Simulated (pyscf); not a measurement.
Optimised with ωB97X-D3(BJ)/def2-SVP in PySCF.

**Question.** Estimate by transition-state theory the rate constant of H₃Si–Cl + H₃Si–S–Ge:–Cl [singlet] → H₃Si–S–SiH₃ + Cl–Ge:–Cl [singlet] (singlet surface; Cl–Si, Ge–S broken, S–Si, Cl–Ge formed) at 600 K, with ωB97M-D3(BJ)/def2-TZVP energies (ideal gas, 1 atm, RRHO with modes under 100 cm⁻¹ raised to 100, one conformer, R ln 2 for chiral ones without a mode under 150 cm⁻¹; no tunnelling).

**Answer.** The electronic barrier is 11.8 kcal/mol and the thermal terms add +25.4, so ΔG‡ = 37.2 kcal/mol. With k_BT/h = 1.25e+13 s⁻¹ and RT = 1.192 kcal/mol, and a volume of 8.18e-20 cm³ per molecule at 1 atm, k = 2.9e-20 cm³ molecule⁻¹ s⁻¹. Wigner's tunnelling factor for 275i cm⁻¹ would be 1.02. A shift of 1 kcal/mol in the barrier changes k by a factor 2.3. On the reactant side the descent ends in a complex, 7.7 kcal/mol under the separated species and 14.2 kcal/mol under the saddle at ωB97X-D3(BJ)/def2-TZVP. On the product side the descent ends in an adduct with a Ge–S contact, 16.9 kcal/mol under the separated species and 20.3 kcal/mol under the saddle at ωB97X-D3(BJ)/def2-TZVP. What is counted as broken (Ge–S) persists as a longer contact in the product adduct; parting that adduct is a step of its own. At ωB97X-D3(BJ)/def2-TZVP the barrier from the zero used here is 6.5 kcal/mol. One saddle was located; it need not be the lowest between these sides. Elements up to Kr have no core potential and no relativistic terms here.
